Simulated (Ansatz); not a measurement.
The cluster Cd6⁺. Total charge 1; doublet. Geometry PBE/def2-SVP.

Cartesian coordinates in Å:
```
Cd -1.573 0.367 0.169
Cd 0.844 -3.385 -0.333
Cd -0.844 3.382 0.388
Cd 1.583 -0.370 -0.153
Cd 2.241 2.665 0.027
Cd -2.251 -2.659 -0.099
```

In the def2 sets Cd takes a core potential; there is no spin–orbit coupling. The structure comes from a short search, and lower isomers may exist.

Problem. Estimate the α-spin orbital energies around the gap (eV) in Ansatz with LDA (SPW92)/def2-TZVP, PBE/def2-SVP, PBE/def2-TZVP, revPBE/def2-TZVP, r2SCAN/def2-TZVP.

Solution. 
| orbital | LDA (SPW92)/def2-TZVP | PBE/def2-SVP | PBE/def2-TZVP | revPBE/def2-TZVP | r2SCAN/def2-TZVP |
| --- | --- | --- | --- | --- | --- |
| HOMO−9 | -15.64 | -15.52 | -15.45 | -15.38 | -15.89 |
| HOMO−8 | -15.63 | -15.50 | -15.43 | -15.36 | -15.87 |
| HOMO−7 | -15.60 | -15.47 | -15.40 | -15.33 | -15.84 |
| HOMO−6 | -15.50 | -15.38 | -15.31 | -15.24 | -15.74 |
| HOMO−5 | -12.06 | -11.69 | -11.70 | -11.57 | -11.91 |
| HOMO−4 | -11.03 | -10.65 | -10.66 | -10.54 | -10.86 |
| HOMO−3 | -10.44 | -10.08 | -10.09 | -9.97 | -10.28 |
| HOMO−2 | -9.53 | -9.16 | -9.18 | -9.06 | -9.34 |
| HOMO−1 | -9.38 | -9.02 | -9.03 | -8.92 | -9.20 |
| HOMO | -7.89 | -7.53 | -7.54 | -7.44 | -7.69 |
| LUMO | -6.45 | -6.11 | -6.17 | -6.05 | -6.12 |
| LUMO+1 | -6.44 | -6.10 | -6.16 | -6.04 | -6.10 |
| LUMO+2 | -6.32 | -6.04 | -6.08 | -5.95 | -5.97 |
| LUMO+3 | -5.42 | -5.11 | -5.16 | -5.05 | -5.04 |
| LUMO+4 | -5.34 | -5.07 | -5.11 | -4.99 | -4.92 |
| LUMO+5 | -5.11 | -4.78 | -4.83 | -4.73 | -4.76 |
| β HOMO | -9.27 | -8.88 | -8.89 | -8.76 | -8.96 |
| β LUMO | -7.72 | -7.30 | -7.32 | -7.18 | -7.18 |
